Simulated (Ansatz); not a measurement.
System: GeH$_{2}$F$_{2}$, charge 0, singlet. GeH2F2 (difluorogermane, SMILES [F][GeH2][F]).
B3LYP-D3(BJ)/def2-TZVP minimum from Ansatz (a quantum-chemistry and plane-wave program):
```xyz
5

Ge    -0.0235    -0.3322     0.0460
F      1.3815     0.5729    -0.4222
F     -1.2809     0.8507     0.2249
H      0.2479    -0.9382     1.4223
H     -0.4021    -1.2446    -1.1198
```
Charge 0, spin multiplicity 1.

Total energies in hartree (Ansatz). Open shells are spin-unrestricted; no spin-orbit coupling. Cores are frozen in correlated methods (noble-gas shells, and filled d and f shells in the p block). No relativity. For partners of very few electrons the exact lower level stands in for a higher one.

```csv
species,HF/cc-pVTZ,CCSD(T)/cc-pVTZ,HF/cc-pVQZ,CCSD(T)/cc-pVQZ,CCSDT(Q)/cc-pVTZ
1: GeH2F2 (SMILES [GeH2]([F])[F]),-2275.60044,-2276.25904,-2275.62460,-2276.33922,-2276.26014
2: Ge (triplet),-2075.36107,-2075.42794,-2075.36359,-2075.43284,-2075.42848
3: F (doublet),-99.40552,-99.62036,-99.41377,-99.65026,-99.62061
4: H (doublet),-0.49981,-0.49981,-0.49995,-0.49995,-0.49981
```

Problem. Work out the atomisation energy (electronic, to ground-state atoms) in kcal/mol: take Hartree-Fock from cc-pVQZ, extrapolate the CCSD(T) correlation energy as X^-3 (X = 3, 4), and add CCSDT(Q) - CCSD(T) in cc-pVTZ. 1 hartree = 627.51 kcal/mol.

Solution. 
Species 1: correlation (64·(-0.71462) - 27·(-0.65860))/37 = -0.75550; step -0.00110; E1 = -2275.62460 + (-0.75550) + (-0.00110) = -2276.38120
Species 2: correlation (64·(-0.06925) - 27·(-0.06687))/37 = -0.07099; step -0.00054; E2 = -2075.36359 + (-0.07099) + (-0.00054) = -2075.43512
Species 3: correlation (64·(-0.23649) - 27·(-0.21484))/37 = -0.25229; step -0.00025; E3 = -99.41377 + (-0.25229) + (-0.00025) = -99.66631
Species 4: correlation (64·(0.00000) - 27·(0.00000))/37 = 0.00000; step +0.00000; E4 = -0.49995 + (0.00000) + (+0.00000) = -0.49995
-1·E1 +1·E2 +2·E3 +2·E4 = 0.61356 hartree = 385.0 kcal/mol.
